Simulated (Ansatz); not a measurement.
Species: H3InS2, SMILES `[SH][InH][SH]` (H–S–In–S torsion 180°, S–In–S–H torsion 0°) with one electron removed (charge 1, multiplicity 2), formula H3InS2.

### Question
How many basis functions does frozen-core CCSD(T)/def2-TZVPP // CAM-B3LYP-D3(BJ)/def2-TZVP run with Ansatz (an electronic-structure program) use, how many core orbitals are frozen, and how many electrons are correlated?

### Answer
176 basis functions and 14 frozen orbitals, which leaves 27 correlated electrons (filled d shells below the valence shell are correlated). Core time is of the order of minutes.
